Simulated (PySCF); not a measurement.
## Levels of I⁴⁺ from EOM-EA-GCCSD

Reference: closed-shell I⁵⁺, [Kr] 4d10 5s2; one electron is added. Calculated with PySCF 2.14, two-component X2C-1e with screened spin-orbit coupling, x2c-TZVPPall-2c with one added diffuse shell each of s, p, d, f type (9s10p6d3f, 90 functions); frozen [Ar] 3d10; the 6 highest virtual spinors dropped; of the others 102 kept and the rest restored at second order. No Breit or QED terms. Binding energies in eV.

| level | Koopmans | second order | EOM-CCSD |
| --- | --- | --- | --- |
| 5p1/2 | 50.417 | 51.370 | 51.193 |
| 5p3/2 | 48.876 | 49.831 | 49.669 |
| 5d5/2 | 31.234 | 33.229 | 31.200 |
| 6s1/2 | 28.765 | 29.530 | 29.415 |
| 6p1/2 | 24.485 | 25.110 | 25.065 |
| 6p3/2 | 23.970 | 24.570 | 24.538 |

Electric-dipole lines between these computed levels:

```csv
lower,upper,ΔE (eV),vacuum wavelength (nm)
5p1/2,6s1/2,21.778,56.93
5p3/2,5d5/2,18.469,67.13
5p3/2,6s1/2,20.254,61.21
5d5/2,6p3/2,6.662,186.1
6s1/2,6p1/2,4.350,285.0
6s1/2,6p3/2,4.877,254.2
```

In EOM-CCSD the overlap with the one-orbital guess is low for 5d5/2 (weight 0.80). That can mean mixing with two-particle, one-hole states, where second order and EOM-CCSD lose accuracy, or only a rotation among the degenerate components of the shell; the terms of those configurations are not listed.

Quantum defects δ = n − Z_c √(13.6057 eV / E) with Z_c = 5: 5p1/2 2.422, 5p3/2 2.383, 5d5/2 1.698, 6s1/2 2.599, 6p1/2 2.316, 6p3/2 2.277.

For comparison, the ionisation energy of I⁴⁺ is 51.52 ± 0.04 eV (measured; NIST Atomic Spectra Database, ionization energies).

Only part of the computed levels is shown.

The highest levels are limited by the diffuse functions of the basis.
